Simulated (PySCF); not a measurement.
Two-component Hartree-Fock for Co⁺ (cobalt, charge +1)

Start: [Ar] 3d8; 3d3/2 filled at m_j = -3/2, -1/2, +1/2, +3/2; 3d5/2 filled at m_j = -1/2, +1/2, +3/2, +5/2. Calculated with PySCF 2.14 in x2c-QZVPPall-2c: generalised Hartree-Fock with the X2C-1e Hamiltonian and a Gaussian nucleus; one run each with spin-orbit coupling (SO) switched off, then screened by Boettger's factors.

```tsv
spinor shell	electrons	ε, spin-free (eV)	ε, screened SO (eV)	weight of nominal j (screened SO)	rms radius, screened SO (bohr)
1s1/2	2	-7779.2	-7779.1	1.000	0.0648
2s1/2	2	-966.90	-966.85	1.000	0.276
2p1/2	2	-824.64	-835.17	0.998	0.247
2p3/2	4	-824.64	-819.46	0.999	0.249
3s1/2	2	-127.97	-127.95	1.000	0.838
3p1/2	2	-85.119	-88.567	0.770	0.893
3p3/2	4	-85.119	-83.391	0.885	0.902
3d3/2	4	-19.891	-19.808	0.689	1.27
3d5/2	4	-19.891	-19.975	0.734	1.27
```

```csv
quantity,spin-free,screened SO
E (hartree),-1391.58842,-1391.61807
M_J,4,4
⟨J²⟩,20.016,20.016
⟨L²⟩,12.009,12.014
⟨S²⟩,2.007,2.006
```

Each row is a mean over spinors that exchange with the open shell spreads, by up to 9.797 eV (3p3/2).

Rows whose weight is well below 1 are mixtures of j = l ± 1/2: exchange outweighs spin-orbit coupling there, and the label is only the starting occupation.

Without spin-orbit coupling the j labels of p, d and f shells carry no meaning; the spin-free column gives the mean over the occupied spinors of each nl shell.
